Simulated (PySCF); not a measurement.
SeHI, SMILES I[SeH]. The structure is a stationary point at B3LYP-D3(BJ)/def2-TZVP. The def2 effective core potentials stand for the cores of I; spin–orbit coupling is left out.

The numbers are results of B3LYP-D3(BJ)/def2-TZVP in PySCF, not measurements.

Harmonic wavenumbers (cm⁻¹): 245, 706, 2395. Rotational constants (GHz): 235.4, 1.591, 1.580; symmetry number 1.

Task: Work out the zero-point energy and the ideal-gas rigid-rotor harmonic-oscillator thermochemistry at 298.15 K and 1 atm.

Result: ZPE = ½ Σ hcν = ½ × 3347 cm⁻¹ = 4.78 kcal/mol. H − E(el) = 7.53 kcal/mol. Entropy in cal/(mol K): translation 41.88, rotation 23.81, vibration 2.06, total 67.76. G − E(el) = -12.67 kcal/mol. Cp = 10.54 cal/(mol K).
